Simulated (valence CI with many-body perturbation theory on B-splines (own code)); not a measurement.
The numbers below are computed, except where a source is named.
# Ce³⁵⁺: what each term of the Hamiltonian does

Method: configuration interaction combined with many-body perturbation theory (CI+MBPT): five valence electrons over a frozen Dirac-Fock core [Ar], radial functions for each j: 7 s, 7 p, 8 d, 6 f, 4 g, 1 h, with the one-electron correlation potential Σ1, the two-electron term Σ2, the three-electron term Σ3, Breit, model QED; selected CI, second order for the rest (own B-spline code, finite nucleus).

The last digits are not significant, and no measured levels were compared; by estimate large intervals hold to a few tenths of a per cent, small ones and those within an open d or f shell to about a per cent. Only levels of the ground parity were solved; by the run's estimate the other parity begins above the list, which can be wrong where configurations are misplaced.

Each rung adds one term. CI alone is the Dirac-Coulomb CI over the frozen core; QED comes last and gives the full result, which names the levels. Energies are above (3d3/2^4 3d5/2) J=5/2 on the same rung, in cm⁻¹.

Levels are named by their leading jj configuration (3d3/2^4 stands for four electrons in 3d with j = 3/2), which in mixed levels can hold well under half, so a name can repeat and another be missing. Letters in brackets count levels of one name in rising energy.

| Level | CI alone |
| --- | --- |
| (3d3/2^3 3d5/2^2) J=5/2 [a] | 118668 |
| (3d3/2^3 3d5/2^2) J=7/2 [a] | 192925 |
| (3d3/2^3 3d5/2^2) J=3/2 [a] | 198578 |
| (3d3/2^3 3d5/2^2) J=11/2 | 206034 |
| (3d3/2^3 3d5/2^2) J=9/2 | 227286 |
| (3d3/2^3 3d5/2^2) J=5/2 [b] | 235642 |
| (3d3/2^3 3d5/2^2) J=1/2 | 245393 |
| (3d3/2^3 3d5/2^2) J=7/2 [b] | 277971 |
| (3d3/2^2 3d5/2^3) J=5/2 [a] | 307396 |
| (3d3/2^3 3d5/2^2) J=3/2 [b] | 334778 |
| (3d3/2^2 3d5/2^3) J=7/2 [a] | 344324 |
| (3d3/2^2 3d5/2^3) J=11/2 | 351603 |
| (3d3/2^2 3d5/2^3) J=9/2 [a] | 366567 |
| (3d3/2^2 3d5/2^3) J=1/2 [a] | 373134 |
| (3d3/2^2 3d5/2^3) J=13/2 | 385602 |
| (3d3/2^2 3d5/2^3) J=3/2 [a] | 382695 |

Question: What do these energies become with core correlation, Breit and QED?

Answer: (3d3/2^3 3d5/2^2) J=5/2 [a] 119139 (+472); (3d3/2^3 3d5/2^2) J=7/2 [a] 189392 (-3533); (3d3/2^3 3d5/2^2) J=3/2 [a] 195700 (-2879); (3d3/2^3 3d5/2^2) J=11/2 199110 (-6924); (3d3/2^3 3d5/2^2) J=9/2 221875 (-5411); (3d3/2^3 3d5/2^2) J=5/2 [b] 231364 (-4278); (3d3/2^3 3d5/2^2) J=1/2 241115 (-4278); (3d3/2^3 3d5/2^2) J=7/2 [b] 270518 (-7453); (3d3/2^2 3d5/2^3) J=5/2 [a] 304499 (-2897); (3d3/2^3 3d5/2^2) J=3/2 [b] 330041 (-4738); (3d3/2^2 3d5/2^3) J=7/2 [a] 338660 (-5664); (3d3/2^2 3d5/2^3) J=11/2 345032 (-6571); (3d3/2^2 3d5/2^3) J=9/2 [a] 359033 (-7534); (3d3/2^2 3d5/2^3) J=1/2 [a] 369042 (-4093); (3d3/2^2 3d5/2^3) J=13/2 375016 (-10587); (3d3/2^2 3d5/2^3) J=3/2 [a] 378563 (-4132).

Question: How does the ionisation energy move along the ladder, and which term matters most?

Answer: CI alone 2366.5, + Σ1 2368.8, + Σ2 2378.7, + Σ3 2378.9, + Breit 2378.4, + QED 2378.4 eV. The largest step is Σ2, 9.9 eV. NIST lists 2378 ± 5 eV (theoretical).
